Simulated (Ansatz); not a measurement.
Reaction: AgCl (SMILES [Ag][Cl]) → AgCl+ (parent SMILES [Cl][Ag], doublet) + e-
Each species at its own B3LYP-D3(BJ)/def2-TZVP minimum (Ansatz, a quantum-chemistry and plane-wave program).

Total energies in hartree (Ansatz). Open shells are spin-unrestricted; no spin-orbit coupling. Cores are frozen in correlated methods (noble-gas shells, and filled d and f shells in the p block). Past Kr the def2 sets carry scalar-relativistic core potentials. The spin of AgCl+ (parent SMILES [Cl][Ag], doublet) was assumed, and the state is the lowest solution found for it.

```csv
species,HF/def2-TZVPP,CCSD(T)/def2-TZVPP,HF/def2-QZVPP,CCSD(T)/def2-QZVPP,CCSDT(Q)/def2-TZVPP
1: AgCl (SMILES [Ag][Cl]),-605.67317,-606.26272,-605.68859,-606.33366,-606.26295
"2: AgCl+ (parent SMILES [Ag][Cl], doublet)",-605.36735,-605.90662,-605.38201,-605.96956,-605.90701
```

Problem. Work out the adiabatic ionisation energy (electronic) in eV: take Hartree-Fock from def2-QZVPP, extrapolate the CCSD(T) correlation energy as X^-3 (X = 3, 4), and add CCSDT(Q) - CCSD(T) in def2-TZVPP. 1 hartree = 27.211 eV.

Solution. 
Species 1: correlation (64·(-0.64507) - 27·(-0.58955))/37 = -0.68558; step -0.00023; E1 = -605.68859 + (-0.68558) + (-0.00023) = -606.37440
Species 2: correlation (64·(-0.58755) - 27·(-0.53927))/37 = -0.62278; step -0.00039; E2 = -605.38201 + (-0.62278) + (-0.00039) = -606.00518
-1·E1 +1·E2 = 0.36922 hartree = 10.05 eV.
